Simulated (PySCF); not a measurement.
CH₉BN₂Si.
SMILES with atom numbers: `[BH2:1][NH:2][Si@H:3]([CH3:4])[NH2:5]` (hydrogens: H6, H7 on B1; H8 on N2; H9 on Si3; H10, H11, H12 on C4; H13, H14 on N5)

Geometry (PBE0-D3(BJ)/def2-SVP, Å), atoms numbered from 1 in this order:
```
atom  x, y, z in Å
B1     1.8062   -1.5967   -0.5443
N2     0.6519   -0.8350   -0.7569
Si3    0.0226    0.4820    0.2330
C4    -1.5321   -0.0045    1.1507
N5    -0.4102    1.7560   -0.8551
H6     2.5147   -1.3485    0.4066
H7     2.0875   -2.4927   -1.3110
H8     0.0895   -1.0668   -1.5726
H9     1.1179    0.7799    1.2054
H10   -2.3287   -0.2985    0.4496
H11   -1.9086    0.8277    1.7671
H12   -1.3311   -0.8537    1.8215
H13   -1.1024    2.4389   -0.5684
H14    0.3025    2.1916   -1.4306
```

The calculation used PySCF 2.14.0, PBE0-D3(BJ)/def2-SVP geometry optimisation, gas phase.

Take the most abundant isotopes and a rigid rotor. The values belong to one conformer with, in the numbering `[BH2:1][NH:2][Si@H:3]([CH3:4])[NH2:5]`, B1–N2–Si3–C4 -109°, N2–Si3–N5–H 156° and -62°.

(1) What are A, B and C (MHz)?

(2) What kind of rotor is it?

(3) What does the inertial defect say?

(4) Give the other two planar moments, Paa and Pbb, and the rms extents of the mass along the axes.

(5) Which lines would a microwave search look for?

(6) Estimate the classical rotational partition function at 10 K, 200 K and 500 K.

## Answers

(1) Ia = 88.85, Ib = 185.89, Ic = 242.16 u·Å²; 505379 MHz·u·Å²/I gives A = 5688, B = 2719, C = 2087 MHz.

(2) An asymmetric top; Ray's κ = -0.649.

(3) Not planar: Δ = Ic − Ia − Ib = -32.58 u·Å². For a rigid frame Δ = −2 Σ m c², so Σ m c² = 16.29 u·Å² lies off the ab plane: 9.20 from hydrogen and 7.09 from heavier atoms. The atom farthest from that plane is 1.80 Å away.

(4) Paa = Σ m a² = (Ib + Ic − Ia)/2 = 169.60 and Pbb = Σ m b² = (Ia + Ic − Ib)/2 = 72.56 u·Å². With the mass M = 88.06 u, the rms extents √(P/M) along a, b and c are 1.39, 0.91, 0.43 Å.

(5) The dipole components are |μa| = 2.55 D, |μb| = 0.82 D, |μc| = 0.79 D. Intensities carry the squares of the components, which stand as 1.00 : 0.10 : 0.10 (a : b : c). Some of the stronger lines:

```tsv
type	branch	J(Ka,Kc)	MHz	lower level (cm⁻¹)
a	Q	1(1,0) ← 1(1,1)	632	0.259
a	Q	2(1,1) ← 2(1,2)	1895	0.559
c	Q	2(1,2) ← 2(0,2)	2428	0.478
c	Q	1(1,1) ← 1(0,1)	2969	0.160
b	Q	1(1,0) ← 1(0,1)	3601	0.160
b	Q	2(1,1) ← 2(0,2)	4323	0.478
a	R	1(0,1) ← 0(0,0)	4806	0.000
b	R	2(0,2) ← 1(1,1)	6552	0.259
b	R	1(1,1) ← 0(0,0)	7775	0.000
c	R	1(1,0) ← 0(0,0)	8407	0.000
c	Q	2(2,1) ← 2(1,1)	8907	0.622
a	R	2(1,2) ← 1(1,1)	8980	0.259
b	Q	2(2,0) ← 2(1,1)	8998	0.622
a	R	2(0,2) ← 1(0,1)	9521	0.160
a	R	2(1,1) ← 1(1,0)	10243	0.280
b	Q	2(2,1) ← 2(1,2)	10803	0.559
b	R	2(1,2) ← 1(0,1)	11949	0.160
c	R	2(1,1) ← 1(0,1)	13844	0.160
b	R	2(2,1) ← 1(1,0)	19151	0.280
c	R	2(2,0) ← 1(1,0)	19241	0.280
c	R	2(2,1) ← 1(1,1)	19782	0.259
b	R	2(2,0) ← 1(1,1)	19873	0.259
```

(6) Point group C1, symmetry number σ = 1; q = (√π/σ)·√((kT/h)³/(ABC)), k/h = 20836.6 MHz/K: 938 at 10 K, 83900 at 200 K, 332000 at 500 K.

No PBE0-D3(BJ)/def2-SVP frequencies stand behind this structure, so it isn't proved a minimum. Zero-point vibration and centrifugal distortion are left out. A rigid rotor knows nothing of inversion at nitrogen or internal rotation, which can split or shift real lines. Quadrupole hyperfine structure (11B, 14N) is left out.
